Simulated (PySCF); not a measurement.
**Levels along the 3-electron series**

One electron added to the closed shell 1s2: EOM-EA-CCSD calculated with PySCF 2.14, two-component X2C-1e with screened spin-orbit coupling, each ion in its own even-tempered basis, nothing frozen, the virtual space cut to natural spinors and corrected at second order; no Breit or QED terms. Binding energy of 2s1/2 and energies of the other levels above it, in eV.

```
    ion  2s1/2 binding  2p1/2 − 2s1/2  2p3/2 − 2s1/2  NIST ionisation energy
Ti(19+)         1425.6         39.767         48.046              1425.3 (t)
 V(20+)         1570.0         41.815         51.838              1569.7 (t)
Cr(21+)         1721.6         43.878         55.911              1721.2 (t)
Mn(22+)         1880.4         45.956         60.288              1879.9 (t)
Fe(23+)         2046.3         48.035         64.984              2045.8 (t)
Co(24+)         2219.6         50.145         70.059              2218.9 (t)
Ni(25+)         2400.0         52.256         75.511              2399.3 (t)
Cu(26+)         2587.8         54.396         81.402              2587.0 (t)
Zn(27+)         2783.0         56.544         87.744              2782.0 (t)
Ga(28+)         2985.6         58.710         94.580              2984.4 (t)
```

Each ion has its own basis, which adds noise of up to about 0.1 % of the binding energies along the series.

The 2p interval goes from 8.279 to 35.87 eV, as Z to the power 4.28; a hydrogen-like ion gives 4, and the power is higher where the screened charge Z − σ still grows faster than Z or where Zα is large.

NIST values marked (s) are semi-empirical, (t) theoretical.
